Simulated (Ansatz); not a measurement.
## Isomers

Structures of CH$_{2}$STe, closed shell, relaxed at PBE0-D4/def2-TZVP (vibrations not checked; lower isomers may exist, and structures with a doubtful reference or unclear bonds are left out). Program: Ansatz 0.2.0. Basis: def2-TZVPP. Cores are frozen in the correlated methods. Filled d shells of the heavier atoms are correlated. Core potentials replace the inner electrons of the atoms past krypton. The def2 sets are not built for correlating such inner shells, so the correlated values are less sure here. B3LYP uses VWN-RPA correlation.

**Question.** Rank them by CCSD(T) energy, lowest first, and give each one's height above the lowest. Links in brackets join atoms within 1.22 times the sum of their covalent radii (1.1 for two metals). (An estimate is asked for; the value comes from the calculation.)
A.
CH₂STe ([CH]1[SH][Te]1)
```
5
angstrom
C -0.2870 0.3125 -0.1266
S -0.3430 -0.6219 1.3735
Te 1.6885 -0.6678 0.1091
H -0.6679 -1.9387 1.1482
H -0.8168 -0.2501 -0.9054
```
B.
CH₂STe ([CH2]1[S][Te]1)
```
5
angstrom
C -0.2777 0.2400 -0.1578
S -0.3335 -1.1488 0.9455
Te 1.7645 -0.3728 0.0928
H -0.4945 1.2085 0.2785
H -0.6588 0.0732 -1.1590
```
C.
CH₂STe ([SH][CH][Te])
```
5
angstrom
S -0.7506 -1.9914 -0.8625
C -0.3256 -0.5653 -0.0383
Te 0.8885 0.8161 -0.7462
H -0.7765 -0.4457 0.9427
H -1.5686 -2.5223 0.0687
```

**Answer.** By the calculation: B (0.00 kcal/mol), C (13.10 kcal/mol), A (62.88 kcal/mol). Heights count from the lowest.

**Question.** Do PBE-D4, r2SCAN-D4, PBE0-D4, B3LYP-D4, wB97M-V, HF, MP2 give the same order? (Judge from chemistry; the calculation decides.)

**Answer.** By the calculation: All do.

No T1 diagnostic of these runs exceeds 0.020. The restricted Hartree–Fock reference is unstable towards an unrestricted one at one or more of these structures.

For scale, one of the runs: CCSD(T)/def2-TZVPP, 151 basis functions, launched by `ansatz run in.yaml --threads 2 --pin off --events-out ev --progress --plain --max-ram 4352MiB`. Time: 52 s of wall clock on 2 CPU threads of an Arm Neoverse V1; the host was shared. Peak host memory: 1.1 GiB.
